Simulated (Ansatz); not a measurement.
def2 core potentials replace the inner electrons of Sn.

C5H12O3Sn, SMILES `[OH][Sn]([OH])([OH])[CH]1CCCC1` (charge 0, multiplicity 1)

Computed with CAM-B3LYP-D3(BJ)/def2-TZVP // PBE0-D3(BJ)/def2-SVP run with Ansatz (a program for electronic structure).

```json
{
 "HOMO": "-9.28 eV",
 "dipole_moment": "1.23 D",
 "LUMO": "0.07 eV",
 "HOMO–LUMO gap": "9.35 eV",
 "total_energy": "-637.7781 Ha",
 "cost": "roughly 70 core-seconds"
}
```

```xyz
21

O      3.0375    -1.1844    -0.9511
Sn     1.9745     0.2155    -0.0334
O      2.1683    -0.1322     1.9129
O      2.9382     1.9168    -0.3736
C     -0.0968     0.2077    -0.5281
C     -0.7188    -1.1879    -0.4647
C     -2.2204    -0.8824    -0.4649
C     -2.3704     0.4476     0.3058
C     -0.9409     1.0131     0.4668
H      3.8407    -0.8002    -1.3235
H      2.7836    -0.8595     2.0652
H      3.3352     2.2357     0.4466
H     -0.1958     0.6204    -1.5460
H     -0.4026    -1.8467    -1.2869
H     -0.4343    -1.6820     0.4808
H     -2.5645    -0.7601    -1.5042
H     -2.8146    -1.6988    -0.0284
H     -2.8419     0.2977     1.2884
H     -3.0145     1.1489    -0.2452
H     -0.8821     2.0974     0.2906
H     -0.5803     0.8333     1.4929
```
